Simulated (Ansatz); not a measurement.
`BN[SiH2]C=C` + H–F → `BN[SiH2]F` + `C=C` at 400 K and 1 bar (ligand exchange at the Si–C bond).

Calculated with Ansatz (gas phase, PBE0-D4/def2-TZVP geometries, no zero-point term in ΔE). CBS: MP2 limit from def2 TZ/QZ plus the TZ coupled-cluster correction, frozen cores. This one scheme is used for every species. Each species was taken in one conformer, which may not be the lowest.

| species | CCSD(T)/CBS energy (Eh) | H − E (kJ/mol) | S (J/(mol·K)) |
| --- | --- | --- | --- |
| `BN[SiH2]C=C` | -449.53065 | 293.7 | 387.7 |
| H–F | -100.39570 | 36.5 | 182.2 |
| `BN[SiH2]F` | -471.49877 | 182.0 | 339.2 |
| `C=C` | -78.48111 | 149.4 | 232.7 |

H − E and S are ideal-gas, rigid-rotor, harmonic terms from PBE0-D4/def2-TZVP, for one conformer and one mirror image of each species. 1 Eh = 2625.50 kJ/mol, R = 8.31446 J/(mol·K).

Problem. By hand: ΔE, ΔH, ΔS and ΔG.

Solution. ΔE = (-471.49877) + (-78.48111) − (-449.53065) − (-100.39570) = -0.05353 Eh = -140.5 kJ/mol. Δ(H − E) = 182.0 + 149.4 − 293.7 − 36.5 = 1.2, so ΔH = -139.3 kJ/mol. ΔS = 339.2 + 232.7 − 387.7 − 182.2 = 2.0 J/(mol·K). ΔG = -139.3 − 400 × (2.0)/1000 = -140.1 kJ/mol.

Problem. By hand: the equilibrium constant, and the temperature at which ΔG would vanish if ΔH and ΔS stayed fixed.

Solution. log₁₀ K = −ΔG/(RT ln 10) = 18.3. ΔH and −TΔS have one sign here, so there is no such temperature.

The number of gas molecules stays the same, so ΔS is small and ΔH decides. A doubt of 5 kJ/mol in ΔE shifts log₁₀ K by 0.7 here. Other conformers and mirror images would add mixing entropy, several J/(mol·K) or more a flexible species. Modes under 60 cm⁻¹, often nearly free rotors, make the harmonic entropy too high. These are equilibria of isolated gas molecules and say nothing of rates. Largest T1 diagnostic: 0.012 (customary marks: 0.02 for closed shells, 0.045 for open ones).

ΔS is within the doubt of such terms, so its sign, and with it that verdict, could turn.
